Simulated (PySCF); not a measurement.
A search over the determinants of CsLi

Unrestricted PBE0; basis Cs def2-SVP with ECP46, Li def2-SVP; scalar-relativistic core potentials; PySCF 2.14. Outer shells of the fragments: Cs 6s1; Li 2s1.

Followed along the bond (rough minima from three points):

```
2Ms+1  unpaired  ⟨S²⟩ at the start  R at minimum (Å)  Te (eV)
    1      none               0.00              3.79     0.00
    3  σ ↑, π ↑               2.00              3.53     1.11
    1  σ ↑, π ↓               1.00              3.76     1.50
    3      σ ↑↑               2.00  none in the scan   ≤ 0.55
```

Solutions found at the starting distance of 3.490 Å, counted from the lowest of them; the search is not exhaustive and high or unbound solutions are not listed, so other states can lie among these:

| 2Ms+1 | unpaired | term | E (eV) | ⟨S²⟩ | ⟨Lz²⟩ | μ (D) |
| --- | --- | --- | --- | --- | --- | --- |
| 1 | none | ¹Σ⁺ | 0.00 | 0.00 | 0.00 | -4.50 |
| 3 | σ ↑↑ | ³Σ⁺ | 0.79 | 2.00 | 0.00 | -1.32 |
| 3 | σ ↑, π ↑ | ³Π | 1.07 | 2.00 | 1.00 | -5.18 |
| 1 | σ ↑, π ↓ | mixed | 1.49 | 1.00 | 1.00 | -3.65 |
| 3 | σ ↑, δ ↑ | ³Δ | 2.45 | 2.00 | 4.00 | 2.26 |

A term symbol is given only where ⟨S²⟩ and ⟨Lz²⟩ are close to those of a pure state; real π, δ and φ orbitals otherwise mix terms. A positive dipole means Cs(−)Li(+).

Spin–orbit coupling is left out. Counting both spins, an empty level lies below a filled one in some of these solutions, because spin and occupation are held.
